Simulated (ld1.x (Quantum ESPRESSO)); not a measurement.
# Building the TM potential for Hg (PBE, fully relativistic).

The input file (ld1.x (Quantum ESPRESSO) 7.5):

```
&input
   title='Hg', zed=80., rel=2, dft='PBE', iswitch=3,
   config='[Xe] 4f14 5d10 6s2 6p0', rel_dist='average',
   nld=5, rlderiv=1.95, eminld=-11.0, emaxld=5.0, deld=0.04
 /
 &inputp
   pseudotype=2, tm=.true., lloc=0,
   nlcc=.false.,
   file_pseudopw='Hg.UPF', file_wfcaegen='ae.wfc', file_wfcncgen='nc.wfc', file_beta='beta', file_chi='chi'
 /
3
5P  2  1   6.00   0.00  1.75  1.75  0.0
5D  3  2  10.00   0.00  1.80  1.80  0.0
5S  1  0   2.00   0.00  0.95  0.95  0.0
 &test
   configts(1)='5s2 5p6 5d10 6s2 6p0'
 /
```

Command:

```bash
ld1.x < Hg.in > Hg.out
```

Resulting log (shortened: banner, matrices, multipoles, cross overlaps and the repeated all-electron block are left out):

```
Program LD1 v.7.5
     --------------------------- All-electron run ----------------------------

     Hg
     dirac relativistic calculation

     atomic number is 80.00
     dft =PBE   lsd =0 sic =0 latt =0  beta=0.20 tr2=1.0E-14
     Exchange-correlation= PBE
                           (   1   4   3   4   0   0   0)
     mesh =1279 r(mesh) =  98.78773 a.u. xmin = -7.00 dx = 0.01250
     1 Ry =  13.60569312 eV, c = 137.03599908

     n l j   nl                  e(Ry)          e(Ha)          e(eV)
     Spin orbit split results
     1 0 0.5 1S 1( 2.00)     -6103.9317     -3051.9659    -83048.2217
     2 0 0.5 2S 1( 2.00)     -1080.8902      -540.4451    -14706.2601
     2 1 0.5 2P 1( 2.00)     -1036.8537      -518.4269    -14107.1136
     2 1 1.5 2P 1( 4.00)      -893.6723      -446.8361    -12159.0310
     3 0 0.5 3S 1( 2.00)      -256.4664      -128.2332     -3489.4035
     3 1 0.5 3P 1( 2.00)      -236.6781      -118.3390     -3220.1691
     3 1 1.5 3P 1( 4.00)      -204.9622      -102.4811     -2788.6535
     4 0 0.5 4S 1( 2.00)       -56.3872       -28.1936      -767.1871
     4 1 0.5 4P 1( 2.00)       -47.9099       -23.9550      -651.8478
     4 1 1.5 4P 1( 4.00)       -40.2521       -20.1261      -547.6582
     3 2 1.5 3D 1( 4.00)      -172.2892       -86.1446     -2344.1137
     3 2 2.5 3D 1( 6.00)      -165.4954       -82.7477     -2251.6790
     5 0 0.5 5S 1( 2.00)        -8.6643        -4.3321      -117.8831
     5 1 0.5 5P 1( 2.00)        -5.8707        -2.9353       -79.8744
     5 1 1.5 5P 1( 4.00)        -4.5281        -2.2640       -61.6074
     4 2 1.5 4D 1( 4.00)       -26.4215       -13.2108      -359.4835
     4 2 2.5 4D 1( 6.00)       -24.9942       -12.4971      -340.0640
     4 3 2.5 4F 1( 6.00)        -7.1989        -3.5995       -97.9461
     4 3 3.5 4F 1( 8.00)        -6.8908        -3.4454       -93.7538
     5 2 1.5 5D 1( 4.00)        -0.8081        -0.4040       -10.9947
     5 2 2.5 5D 1( 6.00)        -0.6732        -0.3366        -9.1600
     6 0 0.5 6S 1( 2.00)        -0.5019        -0.2510        -6.8287
     6 1 0.5 6P 1( 0.00)        -0.1142        -0.0571        -1.5536
     6 1 1.5 6P 1( 0.00)        -0.0661        -0.0330        -0.8993
     Averaged results
     1 0     1S 1( 2.00)     -6103.9317     -3051.9659    -83048.2217
     2 0     2S 1( 2.00)     -1080.8902      -540.4451    -14706.2601
     2 1     2P 1( 6.00)      -941.3994      -470.6997    -12808.3919
     3 0     3S 1( 2.00)      -256.4664      -128.2332     -3489.4035
     3 1     3P 1( 6.00)      -215.5342      -107.7671     -2932.4920
     4 0     4S 1( 2.00)       -56.3872       -28.1936      -767.1871
     4 1     4P 1( 6.00)       -42.8047       -21.4024      -582.3881
     3 2     3D 1(10.00)      -168.2129       -84.1064     -2288.6528
     5 0     5S 1( 2.00)        -8.6643        -4.3321      -117.8831
     5 1     5P 1( 6.00)        -4.9756        -2.4878       -67.6964
     4 2     4D 1(10.00)       -25.5652       -12.7826      -347.8318
     4 3     4F 1(14.00)        -7.0228        -3.5114       -95.5505
     5 2     5D 1(10.00)        -0.7272        -0.3636        -9.8939
     6 0     6S 1( 2.00)        -0.5019        -0.2510        -6.8287
     6 1     6P 1( 0.00)        -0.0821        -0.0411        -1.1174

     final scf error:  7.6E-15 reached in  26 iterations

     Etot =  -39324.322277 Ry,  -19662.161139 Ha, -535034.661174 eV

     Ekin =   45389.491167 Ry,   22694.745583 Ha,  617555.487825 eV
     Encl =  -99236.082377 Ry,  -49618.041188 Ha,-1350175.683549 eV
     Eh   =   15269.732564 Ry,    7634.866282 Ha,  207755.295341 eV
     Exc  =    -747.463632 Ry,    -373.731816 Ha,  -10169.760791 eV

     normalization and overlap integrals

     s(1S/1S) =  1.000000  <r> =   0.0166  <r2> =    0.0004  r(max) =   0.0102
     s(2S/2S) =  1.000000  <r> =   0.0692  <r2> =    0.0057  r(max) =   0.0589
     s(2P/2P) =  1.000000  <r> =   0.0569  <r2> =    0.0041  r(max) =   0.0442
     s(2P/2P) =  1.000000  <r> =   0.0656  <r2> =    0.0052  r(max) =   0.0513
     s(3S/3S) =  1.000000  <r> =   0.1801  <r2> =    0.0372  r(max) =   0.1662
     s(3P/3P) =  1.000000  <r> =   0.1704  <r2> =    0.0339  r(max) =   0.1561
     s(3P/3P) =  1.000000  <r> =   0.1863  <r2> =    0.0403  r(max) =   0.1704
     s(4S/4S) =  1.000000  <r> =   0.3990  <r2> =    0.1799  r(max) =   0.3746
     s(4P/4P) =  1.000000  <r> =   0.4011  <r2> =    0.1833  r(max) =   0.3746
     s(4P/4P) =  1.000000  <r> =   0.4353  <r2> =    0.2154  r(max) =   0.4037
     s(3D/3D) =  1.000000  <r> =   0.1621  <r2> =    0.0309  r(max) =   0.1327
     s(3D/3D) =  1.000000  <r> =   0.1670  <r2> =    0.0326  r(max) =   0.1378
     s(5S/5S) =  1.000000  <r> =   0.9023  <r2> =    0.9136  r(max) =   0.8336
     s(5P/5P) =  1.000000  <r> =   0.9722  <r2> =    1.0682  r(max) =   0.8763
     s(5P/5P) =  1.000000  <r> =   1.0694  <r2> =    1.2943  r(max) =   0.9565
     s(4D/4D) =  1.000000  <r> =   0.4425  <r2> =    0.2264  r(max) =   0.3987
     s(4D/4D) =  1.000000  <r> =   0.4536  <r2> =    0.2377  r(max) =   0.4088
     s(4F/4F) =  1.000000  <r> =   0.4793  <r2> =    0.2773  r(max) =   0.3653
     s(4F/4F) =  1.000000  <r> =   0.4860  <r2> =    0.2852  r(max) =   0.3699
     s(5D/5D) =  1.000000  <r> =   1.4596  <r2> =    2.5380  r(max) =   1.1394
     s(5D/5D) =  1.000000  <r> =   1.5303  <r2> =    2.8074  r(max) =   1.1829
     s(6S/6S) =  1.000000  <r> =   2.6976  <r2> =    8.3855  r(max) =   2.2100
     s(6P/6P) =  1.000000  <r> =   4.0160  <r2> =   19.4227  r(max) =   2.9461
     s(6P/6P) =  1.000000  <r> =   4.8250  <r2> =   28.2464  r(max) =   3.5095

     ------------------------ End of All-electron run ------------------------

     --------------------- Generating NC pseudopotential ---------------------

      Generating local pot.: lloc=0, matching radius rcloc =   0.9500

     Fully relativistic calculation: |psi|^2

     Wfc 5P LC norm =  0.99946380 SC norm =  0.00053609 missing  0.00000011

     Wfc 5P LC norm =  0.99954916 SC norm =  0.00045016 missing  0.00000068

     Wfc 5D LC norm =  0.99974882 SC norm =  0.00025111 missing  0.00000007

     Wfc 5D LC norm =  0.99976931 SC norm =  0.00022436 missing  0.00000633

      Wfc   5P  rcut= 1.765  Using Troullier-Martins method

      Wfc   5P  rcut= 1.765  Using Troullier-Martins method

      Wfc   5D  rcut= 1.809  Using Troullier-Martins method

      Wfc   5D  rcut= 1.809  Using Troullier-Martins method

     ------------------- End of pseudopotential generation -------------------

     Computing logarithmic derivative in   1.93817

       Warning: n=3, l=1 expected 1 nodes, found 2
       Setting wfc to zero for this iteration
       (This warning will only be printed once per wavefunction)

     Computing logarithmic derivative in   1.93817
     Computing the partial wave expansion
       no projector for channel:   0
     R is outside the sphere for l=    1 j= 0.50
     R is outside the sphere for l=    1 j= 1.50
     R is outside the sphere for l=    2 j= 1.50
     R is outside the sphere for l=    2 j= 2.50

     ---------------------- Testing the pseudopotential ----------------------

     Hg
     dirac relativistic calculation

     atomic number is 80.00   valence charge is 20.00
     dft =PBE   lsd =0 sic =0 latt =0  beta=0.20 tr2=1.0E-14
     mesh =1279 r(mesh) =  98.78773 xmin = -7.00 dx = 0.01250

     n l  j  nl             e AE (Ry)       e PS (Ry)    De AE-PS (Ry)
     1 0 0.5 5S   1( 2.00)       -8.66425       -8.66448        0.00023
     2 1 0.5 5P   1( 2.00)       -5.87066       -5.87066       -0.00000
     2 1 1.5 5P   1( 4.00)       -4.52806       -4.52806        0.00000
     3 2 1.5 5D   1( 4.00)       -0.80809       -0.80809       -0.00000
     3 2 2.5 5D   1( 6.00)       -0.67325       -0.67326        0.00001
     2 0 0.5 6S   1( 2.00)       -0.50190       -0.51295        0.01105  !
     3 1 0.5 6P   1( 0.00)       -0.11419       -0.11419        0.00000
     3 1 1.5 6P   1( 0.00)       -0.06610       -0.07028        0.00418

     eps = 6.1E-15  iter = 33

     Etot =  -39324.322277 Ry,  -19662.161139 Ha, -535034.661174 eV
     Etotps =  -309.867215 Ry,    -154.933607 Ha,   -4215.958232 eV

     Ekin =      97.844561 Ry,      48.922280 Ha,    1331.243071 eV
     Encl =    -647.679627 Ry,    -323.839813 Ha,   -8812.130246 eV
     Ehrt =     262.750677 Ry,     131.375338 Ha,    3574.905074 eV
     Ecxc =     -27.569217 Ry,     -13.784608 Ha,    -375.098300 eV
     Epseu=       4.786391 Ry,       2.393196 Ha,      65.122169 eV

     ---------------------- End of pseudopotential test ----------------------
```

Note: ghost state, extra bound levels that the all-electron valence spectrum of the same l lacks: p1/2 at -11.5 eV. A true bound ghost makes a file unfit for plane-wave use.

Generation and configuration tests took about 3.2 s on one core of a shared server CPU.

Transferability test of the new file with ld1.x, input:

```
&input
   title='Hg', zed=80., rel=2, dft='PBE', iswitch=2,
   config='[Xe] 4f14 5d10 6s2 6p0', rel_dist='average'
 /
 &test
   file_pseudo='Hg.UPF', nconf=8,
   configts(1)='5s2 5p6 5d10 6s2 6p0',
   configts(2)='5s2 5p6 5d10 6s1 6p0',
   configts(3)='5s2 5p6 5d10 6s0 6p0',
   configts(4)='5s2 5p6 5d9 6s0 6p0',
   configts(5)='5s2 5p6 5d10 6s1.5 6p0',
   configts(6)='5s2 5p6 5d10 6s0 6p1',
   configts(7)='5s1 5p6 5d10 6s2 6p0',
   configts(8)='5s2 5p5 5d10 6s2 6p0'
 /
```

```bash
ld1.x < Hg.test.in > Hg.test.out
```

Pseudopotential blocks of its output, shortened (energy terms left out; the distinct warnings before each block abridged to one line each):

```
     Warning: n=3, l=1 expected 1 nodes, found 2
     ---------------------- Testing the pseudopotential ----------------------

     n l  j  nl             e AE (Ry)       e PS (Ry)    De AE-PS (Ry)
     1 0 0.5 5S   1( 2.00)       -8.66425       -8.66448        0.00023
     2 1 0.5 5P   1( 2.00)       -5.87066       -5.87066       -0.00000
     2 1 1.5 5P   1( 4.00)       -4.52806       -4.52806        0.00000
     3 2 1.5 5D   1( 4.00)       -0.80809       -0.80809       -0.00000
     3 2 2.5 5D   1( 6.00)       -0.67325       -0.67326        0.00001
     2 0 0.5 6S   1( 2.00)       -0.50190       -0.51295        0.01105  !
     3 1 0.5 6P   1( 0.00)       -0.11419       -0.11419        0.00000
     3 1 1.5 6P   1( 0.00)       -0.06610       -0.07028        0.00418

     eps = 6.3E-15  iter = 33

     Etot =  -39324.322277 Ry,  -19662.161139 Ha, -535034.661174 eV
     Etotps =  -309.867215 Ry,    -154.933607 Ha,   -4215.958232 eV

     ---------------------- End of pseudopotential test ----------------------

          ---------------------- Testing the pseudopotential ----------------------

     n l  j  nl             e AE (Ry)       e PS (Ry)    De AE-PS (Ry)
     1 0 0.5 5S   1( 2.00)       -9.33041       -9.33697        0.00656  !
     2 1 0.5 5P   1( 2.00)       -6.53814       -6.54432        0.00618  !
     2 1 1.5 5P   1( 4.00)       -5.19706       -5.20276        0.00569  !
     3 2 1.5 5D   1( 4.00)       -1.46905       -1.47395        0.00490
     3 2 2.5 5D   1( 6.00)       -1.33139       -1.33616        0.00477
     2 0 0.5 6S   1( 1.00)       -1.08183       -1.09825        0.01643  !
     3 1 0.5 6P   1( 0.00)       -0.61400       -0.61400        0.00000
     3 1 1.5 6P   1( 0.00)       -0.52541       -0.53665        0.01124  !

     eps = 5.9E-16  iter = 18

     Etot =  -39323.535768 Ry,  -19661.767884 Ha, -535023.960164 eV
     Etotps =  -309.066975 Ry,    -154.533487 Ha,   -4205.070410 eV
     dEtot_ae =       0.786510 Ry
     dEtot_ps =       0.800240 Ry,   Delta E=      -0.013730 Ry

     ---------------------- End of pseudopotential test ----------------------

          ---------------------- Testing the pseudopotential ----------------------

     n l  j  nl             e AE (Ry)       e PS (Ry)    De AE-PS (Ry)
     1 0 0.5 5S   1( 2.00)      -10.07493      -10.08853        0.01359  !
     2 1 0.5 5P   1( 2.00)       -7.28349       -7.29657        0.01308  !
     2 1 1.5 5P   1( 4.00)       -5.94307       -5.95497        0.01190  !
     3 2 1.5 5D   1( 4.00)       -2.20076       -2.21074        0.00998  !
     3 2 2.5 5D   1( 6.00)       -2.05953       -2.06921        0.00969  !
     2 0 0.5 6S   1( 0.00)       -1.71674       -1.73885        0.02212  !
     3 1 0.5 6P   1( 0.00)       -1.18359       -1.18359        0.00000
     3 1 1.5 6P   1( 0.00)       -1.05994       -1.07902        0.01908  !

     eps = 8.3E-15  iter = 15

     Etot =  -39322.140426 Ry,  -19661.070213 Ha, -535004.975570 eV
     Etotps =  -307.652406 Ry,    -153.826203 Ha,   -4185.824229 eV
     dEtot_ae =       2.181852 Ry
     dEtot_ps =       2.214808 Ry,   Delta E=      -0.032957 Ry

     ---------------------- End of pseudopotential test ----------------------

          ---------------------- Testing the pseudopotential ----------------------

     n l  j  nl             e AE (Ry)       e PS (Ry)    De AE-PS (Ry)
     1 0 0.5 5S   1( 2.00)      -11.17758      -11.19080        0.01323  !
     2 1 0.5 5P   1( 2.00)       -8.37662       -8.39016        0.01354  !
     2 1 1.5 5P   1( 4.00)       -7.02180       -7.03471        0.01292  !
     3 2 1.5 5D   1( 3.60)       -3.21209       -3.22291        0.01081  !
     3 2 2.5 5D   1( 5.40)       -3.05991       -3.07052        0.01061  !
     2 0 0.5 6S   1( 0.00)       -2.50912       -2.53661        0.02749  !
     3 1 0.5 6P   1( 0.00)       -1.89378       -1.89378        0.00000
     3 1 1.5 6P   1( 0.00)       -1.72587       -1.75496        0.02910  !

     eps = 9.0E-16  iter = 16

     Etot =  -39319.529003 Ry,  -19659.764501 Ha, -534969.445350 eV
     Etotps =  -305.030701 Ry,    -152.515350 Ha,   -4150.154109 eV
     dEtot_ae =       4.793275 Ry
     dEtot_ps =       4.836514 Ry,   Delta E=      -0.043239 Ry

     ---------------------- End of pseudopotential test ----------------------

          ---------------------- Testing the pseudopotential ----------------------

     n l  j  nl             e AE (Ry)       e PS (Ry)    De AE-PS (Ry)
     1 0 0.5 5S   1( 2.00)       -8.98628       -8.98961        0.00333
     2 1 0.5 5P   1( 2.00)       -6.19339       -6.19641        0.00303
     2 1 1.5 5P   1( 4.00)       -4.85162       -4.85443        0.00281
     3 2 1.5 5D   1( 4.00)       -1.12841       -1.13087        0.00246
     3 2 2.5 5D   1( 6.00)       -0.99226       -0.99466        0.00240
     2 0 0.5 6S   1( 1.50)       -0.78385       -0.79757        0.01372  !
     3 1 0.5 6P   1( 0.00)       -0.35285       -0.35285        0.00000
     3 1 1.5 6P   1( 0.00)       -0.28300       -0.29070        0.00770  !

     eps = 6.0E-15  iter = 24

     Etot =  -39324.001566 Ry,  -19662.000783 Ha, -535030.297673 eV
     Etotps =  -309.540318 Ry,    -154.770159 Ha,   -4211.510582 eV
     dEtot_ae =       0.320711 Ry
     dEtot_ps =       0.326896 Ry,   Delta E=      -0.006185 Ry

     ---------------------- End of pseudopotential test ----------------------

          BEWARE! Errors in PS-KS equations
     Warning: n=2, l=1 expected 0 nodes, found 1
     ---------------------- Testing the pseudopotential ----------------------

     n l  j  nl             e AE (Ry)       e PS (Ry)    De AE-PS (Ry)
     1 0 0.5 5S   1( 2.00)       -9.46587       -9.67583        0.20996  !
     2 1 0.5 5P   1( 2.00)       -6.67386       -6.88358        0.20971  !
     2 1 1.5 5P   1( 4.00)       -5.33284       -5.54203        0.20918  !
     3 2 1.5 5D   1( 4.00)       -1.59668       -1.80292        0.20624  !
     3 2 2.5 5D   1( 6.00)       -1.45727       -1.66272        0.20545  !
     2 0 0.5 6S   1( 0.00)       -1.17063       -1.36989        0.19925  !
     3 1 0.5 6P   1( 0.33)       -0.68620       -0.68620        0.00000
     3 1 1.5 6P   1( 0.67)       -0.59055       -0.76002        0.16947  !

     eps = 9.0E-15  iter = 19

     Etot =  -39322.998622 Ry,  -19661.499311 Ha, -535016.651929 eV
     Etotps =  -308.493793 Ry,    -154.246897 Ha,   -4197.271878 eV
     dEtot_ae =       1.323655 Ry
     dEtot_ps =       1.373422 Ry,   Delta E=      -0.049767 Ry

     ---------------------- End of pseudopotential test ----------------------

          ---------------------- Testing the pseudopotential ----------------------

     n l  j  nl             e AE (Ry)       e PS (Ry)    De AE-PS (Ry)
     1 0 0.5 5S   1( 1.00)       -9.78334       -9.77889       -0.00445
     2 1 0.5 5P   1( 2.00)       -6.96396       -6.97090        0.00693  !
     2 1 1.5 5P   1( 4.00)       -5.58554       -5.59144        0.00590  !
     3 2 1.5 5D   1( 4.00)       -1.75372       -1.75194       -0.00179
     3 2 2.5 5D   1( 6.00)       -1.60161       -1.60001       -0.00160
     2 0 0.5 6S   1( 2.00)       -1.18201       -1.19945        0.01744  !
     3 1 0.5 6P   1( 0.00)       -0.67634       -0.67634        0.00000
     3 1 1.5 6P   1( 0.00)       -0.57388       -0.58774        0.01386  !

     eps = 6.8E-15  iter = 24

     Etot =  -39315.111632 Ry,  -19657.555816 Ha, -534909.343967 eV
     Etotps =  -300.658404 Ry,    -150.329202 Ha,   -4090.665985 eV
     dEtot_ae =       9.210645 Ry
     dEtot_ps =       9.208810 Ry,   Delta E=       0.001835 Ry

     ---------------------- End of pseudopotential test ----------------------

          ---------------------- Testing the pseudopotential ----------------------

     n l  j  nl             e AE (Ry)       e PS (Ry)    De AE-PS (Ry)
     1 0 0.5 5S   1( 2.00)       -9.73165       -9.73885        0.00720  !
     2 1 0.5 5P   1( 1.67)       -6.91906       -6.93110        0.01204  !
     2 1 1.5 5P   1( 3.33)       -5.54954       -5.55888        0.00934  !
     3 2 1.5 5D   1( 4.00)       -1.73575       -1.73588        0.00012
     3 2 2.5 5D   1( 6.00)       -1.58581       -1.58569       -0.00012
     2 0 0.5 6S   1( 2.00)       -1.18283       -1.19982        0.01698  !
     3 1 0.5 6P   1( 0.00)       -0.67744       -0.67744        0.00000
     3 1 1.5 6P   1( 0.00)       -0.57468       -0.58828        0.01360  !

     eps = 6.6E-15  iter = 25

     Etot =  -39318.843604 Ry,  -19659.421802 Ha, -534960.120028 eV
     Etotps =  -304.383526 Ry,    -152.191763 Ha,   -4141.348845 eV
     dEtot_ae =       5.478673 Ry
     dEtot_ps =       5.483689 Ry,   Delta E=      -0.005016 Ry

     ---------------------- End of pseudopotential test ----------------------
```
